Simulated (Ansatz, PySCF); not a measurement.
This Ansatz (a quantum-chemistry and plane-wave program) input computes a BLYP/def2-TZVPD energy:

Ansatz 0.2 input:
```yaml
crystal:
  periodic: [false, false, false]
  atoms:
    - {symbol: B, position_ang: [-0.41223976, 0.14476567, -0.00226737]}
    - {symbol: C, position_ang: [-1.40497383, 1.33239393, -0.24564822]}
    - {symbol: C, position_ang: [-0.87550147, -1.29031472, 0.44826674]}
    - {symbol: O, position_ang: [0.92487099, 0.42304897, -0.20697860]}
    - {symbol: C, position_ang: [1.94211771, -0.44919222, -0.05533911]}
    - {symbol: H, position_ang: [-2.14351814, 1.06234825, -1.00866681]}
    - {symbol: H, position_ang: [-0.91088457, 2.25428714, -0.55355675]}
    - {symbol: H, position_ang: [-1.98648053, 1.53567703, 0.66049508]}
    - {symbol: H, position_ang: [-0.41424275, -1.57774356, 1.39949660]}
    - {symbol: H, position_ang: [-0.57197811, -2.05317542, -0.27708167]}
    - {symbol: H, position_ang: [-1.95658238, -1.35943626, 0.56957767]}
    - {symbol: H, position_ang: [1.74947317, -1.46595320, 0.25111090]}
    - {symbol: H, position_ang: [2.92658966, -0.06154604, -0.25788581]}
basis:
  gaussian:
    orbitals: def2-TZVPD
hamiltonian:
  xc: {name: BLYP}
magnetization: {spin_polarized: true, initial_magnetization: 1}
output: {forces: true}
```

Q: Write an input for the same energy in PySCF and say what it gives.

A: 
```python
from pyscf import gto, scf, dft

mol = gto.M(
    atom='''
    B    -0.41223976    0.14476567   -0.00226737
    C    -1.40497383    1.33239393   -0.24564822
    C    -0.87550147   -1.29031472    0.44826674
    O     0.92487099    0.42304897   -0.20697860
    C     1.94211771   -0.44919222   -0.05533911
    H    -2.14351814    1.06234825   -1.00866681
    H    -0.91088457    2.25428714   -0.55355675
    H    -1.98648053    1.53567703    0.66049508
    H    -0.41424275   -1.57774356    1.39949660
    H    -0.57197811   -2.05317542   -0.27708167
    H    -1.95658238   -1.35943626    0.56957767
    H     1.74947317   -1.46595320    0.25111090
    H     2.92658966   -0.06154604   -0.25788581
    ''',
    basis='def2-tzvpd',
    charge=0,
    spin=1,
    verbose=4,
)

mf = dft.UKS(mol, xc='blyp').density_fit(auxbasis='def2-universal-jkfit')
mf.grids.level = 3
mf.conv_tol = 1e-9
mf.max_cycle = 100
mf.max_memory = 1500
mf.kernel()
if not mf.converged:
    mf = mf.newton()
    mf.kernel(mf.make_rdm1())
for _ in range(2):
    mo, _, stable, _ = mf.stability(return_status=True)
    if stable:
        break
    mf.kernel(mf.make_rdm1(mo, mf.mo_occ))
mf.analyze()
```
It gives -219.19236 Eh, and Ansatz -219.19220 Eh, a difference of 0.16 mEh, from the treatment of integrals and grids.

It need not be the lowest isomer of its formula.
